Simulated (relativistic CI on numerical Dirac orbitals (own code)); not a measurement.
# Line list: Electric-dipole lines, Bi III

These numbers are calculated, not measured: Dirac-Coulomb-Breit CI, separate exchange-only KLI orbitals for each configuration, model QED, valence Slater integrals scaled by 0.85, P86 correlation estimate, and configurations built on the next ion tied to the tabulated ionisation energy (semi-empirical) (own radial code, finite nucleus).

Configuration list (outside the closed core [Xe] 4f14 5d10): 6s2.6p, 6s2.6d, 6s2.7s, 6s2.7p, 6s2.7d, 6s2.8s, 6s2.6f, 6s2.7f, 6s.6p2, 6p3, 6s.6p.6d, 6s2.5f, 6s2.8p, 6s.6p.6f, 6s2.8d, 6s2.5g, 6s2.8f, 6p.6d2, 6s.6p.7s, 6s.6p.7p, 6p.5f2, 6s.6d2, 6p2.6d, 6s.6p.5f. Levels of other configurations are missing.

| λ vac (nm) | Lower | Upper | A (s⁻¹) | log gf | S velocity/length |
| --- | --- | --- | --- | --- | --- |
| 58.928 | 6s2.6p 2P°_1/2 [1] | 6s2.8d 2D_3/2 [32] | 7.08e+08 | -0.83 | 0.74 |
| 66.837 | 6s2.6p 2P°_3/2 [2] | 6s2.8d 2D_5/2 [34] | 7.24e+08 | -0.54 | 0.59 |
| 66.878 | 6s2.6p 2P°_1/2 [1] | 6s2.7d 2D_3/2 [19] | 1.81e+09 | -0.31 | 0.69 |
| 66.981 | 6s2.6p 2P°_3/2 [2] | 6s2.8d 2D_3/2 [32] | 1.40e+08 | -1.42 | 0.60 |
| 68.544 | 6s2.6p 2P°_1/2 [1] | 6s2.8s 2S_1/2 [18] | 3.92e+08 | -1.26 | 0.57 |
| 77.070 | 6s2.6p 2P°_3/2 [2] | 6s2.7d 2D_5/2 [20] | 1.76e+09 | -0.03 | 0.66 |
| 77.445 | 6s2.6p 2P°_3/2 [2] | 6s2.7d 2D_3/2 [19] | 5.31e+08 | -0.72 | 0.71 |
| 79.687 | 6s2.6p 2P°_3/2 [2] | 6s2.8s 2S_1/2 [18] | 1.49e+09 | -0.55 | 0.61 |
| 104.95 | 6s2.6p 2P°_1/2 [1] | 6s2.7s 2S_1/2 [7] | 1.15e+09 | -0.42 | 0.82 |
| 133.55 | 6s2.6p 2P°_3/2 [2] | 6s2.7s 2S_1/2 [7] | 1.44e+09 | -0.11 | 0.78 |
| 189.66 | 6s2.7p 2P°_1/2 [12] | 6s2.8d 2D_3/2 [32] | 1.55e+08 | -0.48 | 0.73 |
| 208.23 | 6s2.7p 2P°_3/2 [13] | 6s2.8d 2D_5/2 [34] | 1.35e+08 | -0.28 | 0.71 |
| 307.20 | 6s2.7p 2P°_1/2 [12] | 6s2.7d 2D_3/2 [19] | 3.54e+08 | 0.30 | 0.90 |
| 345.79 | 6s2.7p 2P°_1/2 [12] | 6s2.8s 2S_1/2 [18] | 1.45e+08 | -0.28 | 1.01 |
| 355.16 | 6s2.7p 2P°_3/2 [13] | 6s2.7d 2D_5/2 [20] | 3.67e+08 | 0.62 | 0.88 |
| 363.26 | 6s2.7p 2P°_3/2 [13] | 6s2.7d 2D_3/2 [19] | 6.16e+07 | -0.31 | 0.83 |
| 374.32 | 6s2.7s 2S_1/2 [7] | 6s2.7p 2P°_3/2 [13] | 2.39e+08 | 0.30 | 0.90 |
| 418.49 | 6s2.7p 2P°_3/2 [13] | 6s2.8s 2S_1/2 [18] | 2.63e+08 | 0.14 | 0.92 |
| 461.01 | 6s2.7s 2S_1/2 [7] | 6s2.7p 2P°_1/2 [12] | 1.37e+08 | -0.06 | 0.87 |
| 659.20 | 6s2.8p 2P°_1/2 [21] | 6s2.8d 2D_3/2 [32] | 9.14e+07 | 0.38 | 0.90 |
| 746.94 | 6s2.8p 2P°_3/2 [22] | 6s2.8d 2D_5/2 [34] | 1.01e+08 | 0.71 | 0.88 |
| 752.42 | 6s2.7d 2D_3/2 [19] | 6s2.6f 2F°_5/2 [25] | 1.04e+08 | 0.72 | 1.08 |
| 765.39 | 6s2.8p 2P°_3/2 [22] | 6s2.8d 2D_3/2 [32] | 1.68e+07 | -0.23 | 0.87 |
| 789.76 | 6s2.7d 2D_5/2 [20] | 6s2.6f 2F°_5/2 [25] | 6.63e+06 | -0.43 | 1.06 |
| 796.64 | 6s2.7d 2D_5/2 [20] | 6s2.6f 2F°_7/2 [24] | 9.96e+07 | 0.88 | 1.09 |

Terms are leading LS components. Brackets give the number of a level in order of energy, since labels repeat. The list gives strong lines, with weight on those to low levels, without configurations that were not tied to measured data, among the lowest 66 of 291 levels, so that lines to higher ones, which can be the strongest, are missing, and without lines across small gaps between configurations, and without 16 lines that miss the measured interval by over 3.5 %, start from a term whose rates miss tabulated ones by over 60 %, have gauges far apart or, lacking measured levels, span too small a gap for the errors found; lines with a level outside our table were not tested and can miss by more. Levels whose partners in the same complex of configurations lie outside the list can be far off, and so can their lines. Rates are taken at the computed energies, electric ones in the length gauge. A velocity-to-length ratio far from 1 marks an uncertain rate.

Configurations that consist of the next ion and one excited electron were tied to the tabulated ionisation energy; Rydberg ones are usually within 1,000 to 3,000 cm⁻¹ and the lowest ones within about 6,000 (9,000 in d shells), while levels on excited terms of the next ion carry the error of that term, and the other configurations can be misplaced by 10,000 cm⁻¹ or more. Rates follow the energies as ν³ (E1, M1) or ν⁵ (E2), so rates, branching and lifetimes can be off by large factors. The fine structure of a lone outer electron comes out too small, for d and f at times inverted, and misplaced configurations move strength between like terms. 22 of the 25 excited levels that our extract of the measured tables holds in this range could be paired (the sources list more); they are missed by 1207 cm⁻¹ on average and 4938 at most, and levels without a partner can miss by more.

LS names give the leading component of a level, which can be under half, so a name can repeat, a term be missing and a line seem to break the LS rules.
